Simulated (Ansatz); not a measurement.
Reactions of ClFHIn (`[F][InH][Cl]`).

Program: Ansatz. Geometries: PBE0-D4/def2-TZVP. ΔE: electronic, gas phase. CBS: MP2 limit from def2 TZ/QZ plus the TZ coupled-cluster correction, frozen cores. This one scheme is used for every species. Functionals use def2-TZVPP. B3LYP here is the variant with VWN-RPA as its local correlation; programs differ in this. def2 core potentials past Kr. For Ge, I, In outer-core shells are correlated without core-valence functions, which leaves a few kJ/mol of doubt a bond. Scalar relativity is left out up to krypton. One conformer a species, not always the lowest.

```
                                                                 reaction  CCSD(T)/CBS(def2) (kcal/mol)
                               `[F][InH][Cl]` + HI → `[Cl][InH][I]` + H–F                         -21.8
`[F][InH][Cl]` + `C#[C][GeH2][C]#C` → `C#[C][InH][Cl]` + `C#[C][GeH2][F]`                          -1.1
            `[F][InH][Cl]` + `N[SiH2]CF` → `[NH2][InH][Cl]` + `FC[SiH2]F`                          -9.5
                      `[F][InH][Cl]` + `N=C=O` → `O=C=[N][InH][Cl]` + H–F                             ?
                           `[F][InH][Cl]` + CH₃OH → `C[O][InH][Cl]` + H–F                           5.9
```

Question: Fill in the missing values. (Estimate.)

Answer: Computed: `[F][InH][Cl]` + `N=C=O` → `O=C=[N][InH][Cl]` + H–F: -2.7 kcal/mol.

Largest T1 diagnostic: 0.018, for `N=C=O`.
